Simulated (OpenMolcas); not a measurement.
# Re2+: moving or changing the point charges

Re2+ among 6 point charges of -1.7 e arranged as an octahedron (Oh), 2.14 Å from the ion.

```yaml
Program: OpenMolcas
Method: CASSCF
Basis: ANO-RCC-VDZP [7s6p4d2f1g]
Scalar_Hamiltonian: DKH2, point nucleus
Active_space: 5 electrons in 5 orbitals (5d)
State_averaging: 2S+1 = 6 even, 1 root; 2S+1 = 4 even, 24 roots; 2S+1 = 2 even, 75 roots
Spin-orbit_coupling: state interaction with AMFI integrals over the reference wave functions
```

Runs around this geometry, states (labels of O, the rotations of Oh). Energies in cm-1 above the lowest state or level, χT in cm3 K/mol; 10Dq and B are least-squares fits to the states below 45000 cm-1, weighted by degeneracy, with a free offset, and given where the rms deviation is under 5 % of |10Dq| (or 100 cm-1) and under 700 cm-1.

| R (Å) | q (e) | Ground state | 10Dq | B (rms of fit) | First gap with spin-orbit (degeneracies) | χT at 300 K | First state of another spin |
| --- | --- | --- | --- | --- | --- | --- | --- |
| 2.14 | -1.36 | 6A1 | 10667 | 739 (244) | 144.8 (2, 4) | 4.022 | 4T1 13412 |
| 2.14 | -1.7 | 6A1 | 13224 | 736 (326) | 354.9 (2, 4) | 3.404 | 4T1 10734 |
| 2.24 | -1.7 | 6A1 | 11001 | 741 (277) | 162.3 (2, 4) | 3.982 | 4T1 13104 |

Taking |10Dq| as R^-n, n = -ln(11001 / 13224) / ln(2.24 / 2.14) = 4.0 between the shortest and longest distance. The point-charge formula for a cubic d site gives n = 5.

Scaling the charges by -1.36 / -1.7 = 0.80 scales |10Dq| by 10667 / 13224 = 0.81; with fixed orbitals a first-order splitting would follow the charge.

Without dynamic correlation the repulsion within the d shell is too large (B by tens of per cent), so at a given field states of lower spin stand too high. Point charges give a weaker field than real ligands, and real ions of this kind are as a rule low spin; the high spin found here belongs to the model. Point charges carry no covalency, so the field is a model and not that of real ligands. No measured value stands beside these numbers.
